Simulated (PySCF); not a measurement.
Work out the structure from these simulated measurements.

Elements present: C, H, N and O. Monoisotopic mass: 121.0528 u.

| Item | Value |
| --- | --- |
| 1H NMR | chemical shifts (computed TMS as zero) by class: 8.96 (1 H), 8.53 (1 H), 8.01 (1 H), 7.55 (1 H), 2.79 (3 H) ppm [GIAO B97-2/pcSseg-2] |
| NMR, other nuclei | isotropic shieldings of nuclei other than C and H, by class: -88 (1 N), -296 (1 O) ppm [GIAO B97-2/pcSseg-2] |
| Dipole | 3.17 D [B97-2/pcSseg-2] |
| 13C NMR | chemical shifts (computed TMS as zero) by class: 208.3 (1 C), 160.8 (1 C), 156.4 (1 C), 143.0 (1 C), 132.7 (1 C), 128.1 (1 C), 29.0 (1 C) ppm [GIAO B97-2/pcSseg-2] |
| Rotational structure | rotational constants A, B, C: 3.788, 1.282, 0.964 GHz [PBE0-D3(BJ)/def2-TZVP] |

Electronic properties: PySCF, gas phase, density fitting. Levels stand in brackets. Geometry: PBE0-D3(BJ)/def2-TZVP, one conformer, isolated molecule. NMR values are class means; diastereotopic atoms form classes of their own.

**Question.** Which formula fits the mass and the elements?

**Answer.** C7H7NO (calculated 121.0528). No other formula that holds each of these elements comes within 0.0003 u with a fitting electron parity and a possible valence count.

**Question.** Give a SMILES that accounts for the data.

**Answer.** Numbering: `[CH3:1][C:2](=[O:3])[c:4]1[cH:5][cH:6][cH:7][cH:8][n:9]1`. Its formula, C7H7NO, gives 5 degrees of unsaturation: 1 ring and 4 π bonds in the structure found (Kekulé form). 7 carbons fall into 7 classes; from least to most shielded: ketone carbonyl carbon [C2] (208.3 ppm), substituted aromatic carbon [C4] (160.8 ppm), aromatic CH next to a ring nitrogen [C8] (156.4 ppm), aromatic CH carbon [C6] (143.0 ppm), aromatic CH carbon [C7] (132.7 ppm), aromatic CH carbon [C5] (128.1 ppm), methyl carbon next to a carbonyl [C1] (29.0 ppm). Hydrogen classes from least to most shielded: 1 H on an aromatic CH next to a ring nitrogen, C8 (8.96 ppm), 1 H on an aromatic CH carbon, C5 (8.53 ppm), 1 H on an aromatic CH carbon, C6 (8.01 ppm), 1 H on an aromatic CH carbon, C7 (7.55 ppm), 3 H on a methyl carbon next to a carbonyl, C1 (2.79 ppm, a mean of values up to 1.2 ppm apart in this geometry). The other shieldings belong to: -88 ppm, pyridine-type nitrogen [N9]; -296 ppm, ketone oxygen [O3]. By its constants the optimised geometry is an asymmetric top. Structure: `CC(=O)C1=CC=CC=N1`. The assignments are read from this structure; whether some other isomer fits the data as well wasn't checked.

Shape of the structure used: `[CH3:1][C:2](=[O:3])[c:4]1[cH:5][cH:6][cH:7][cH:8][n:9]1`: C1–C2–C4–C5 -178°.
